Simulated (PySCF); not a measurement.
In(F)(SeH)2 (FH2InSe2), SMILES [F][In]([SeH])[SeH].

Geometry optimised at PBE-D3(BJ)/def2-SVP. The structure was generated by enumeration; whether it is a known compound was not checked. The def2 effective core potentials stand for the cores of In; spin–orbit coupling is left out. Other conformers were not sampled.

Two levels are set side by side: TDA-PBE/def2-SVPD (PySCF) and TDA-M06-2X/def2-SVPD (PySCF). Vertical, same geometry. The lowest singlet is HOMO→LUMO 100 % with PBE and HOMO→LUMO 95 % with the other functional; states are paired by order. Differences are taken from unrounded values.

```json
[
 {"quantity": "lowest singlet excitation (eV)", "TDA-PBE": "3.16"},
 {"quantity": "lowest triplet excitation (TDA) (eV)", "TDA-PBE": "2.86"},
 {"quantity": "first bright state (f over 0.05) (eV)", "TDA-PBE": "5.08"},
 {"quantity": "its oscillator strength", "TDA-PBE": "0.11"}
]
```

Question: These are the TDA-PBE values. What does TDA-M06-2X give? (Estimate from the structure and the level; the computed values follow.)

Answer: 
| quantity | TDA-M06-2X | TDA-PBE minus TDA-M06-2X |
|---|---|---|
| lowest singlet excitation (eV) | 3.98 | -0.82 |
| lowest triplet excitation (TDA) (eV) | 3.70 | -0.84 |
| first bright state (f over 0.05) (eV) | 6.40 | -1.32 |
| its oscillator strength | 1.24 | -1.12 |

Functionals without exact exchange tend to place singlet excitations lower, as here. Differences between two approximate levels are no errors against the true value.

Rough cost on one machine, each run with all the roots and properties that it gave: TDA-M06-2X against TDA-PBE about 7 times.
